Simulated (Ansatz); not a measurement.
`C[O][Zr]1234([NH2])([N](C)C)[C@H]5[C@@H]1[C@@H]2[C@@H]3[C@H]54` at its PBE0-D4/def2-TZVP geometry, where that method's forces vanish. Charge 0, multiplicity 1. Zr: def2 effective core potential.

```xyz
28

C     1.7316   -2.6841    1.1104
O     0.8236   -1.6622    0.8970
Zr    0.1050    0.0875    0.4884
N    -0.4282    1.0847    2.2122
N    -1.7134   -0.3885   -0.3358
C    -2.7280    0.6111   -0.5458
C    -2.0434   -1.6376   -0.9707
C     1.6556    0.5290   -1.4458
C     0.6483    1.5187   -1.5137
C     0.8058    2.3703   -0.4027
C     1.9172    1.9156    0.3440
C     2.4468    0.7862   -0.3054
H     1.3177   -3.6431    0.7762
H     1.9763   -2.7752    2.1754
H     2.6663   -2.5108    0.5605
H    -0.0611    1.9307    2.6189
H    -1.0951    0.6811    2.8578
H    -3.7038    0.2795   -0.1586
H    -2.8681    0.8470   -1.6136
H    -2.4729    1.5393   -0.0265
H    -1.2698   -2.3847   -0.7789
H    -2.9958   -2.0394   -0.5918
H    -2.1519   -1.5339   -2.0627
H     1.7953   -0.2827   -2.1459
H    -0.1157    1.5959   -2.2732
H     0.1807    3.2162   -0.1570
H     2.2883    2.3527    1.2593
H     3.2885    0.1966    0.0280
```

(1) What forces (eV/Å) does B3LYP-D4/def2-TZVPP give on these atoms in Ansatz 0.2.0? (Best estimate.)

## Answers

(1) Ansatz gave: 
```
C1   0.222 -0.275  0.059
O2  -0.119  0.044 -0.006
Zr3 -0.105 -0.112  0.100
N4  -0.056  0.068  0.159
N5   0.047  0.004  0.059
C6  -0.205  0.241 -0.010
C7  -0.037 -0.289 -0.110
C8   0.089 -0.148 -0.218
C9  -0.128  0.079 -0.227
C10 -0.098  0.256  0.001
C11  0.158  0.155  0.162
C12  0.261 -0.078  0.035
H13  0.026  0.038  0.017
H14 -0.005 -0.003 -0.048
H15 -0.039 -0.012  0.027
H16 -0.012  0.001  0.026
H17 -0.001  0.022  0.019
H18  0.032  0.022 -0.021
H19 -0.002 -0.001  0.044
H20 -0.034 -0.055 -0.046
H21 -0.053  0.037 -0.021
H22  0.036  0.004 -0.025
H23  0.001 -0.016  0.038
H24 -0.007  0.066  0.052
H25  0.068 -0.002  0.060
H26  0.054 -0.066 -0.023
H27 -0.028 -0.033 -0.074
H28 -0.065  0.050 -0.029
```

B3LYP here is the variant with VWN-RPA as its local correlation; programs differ in this.
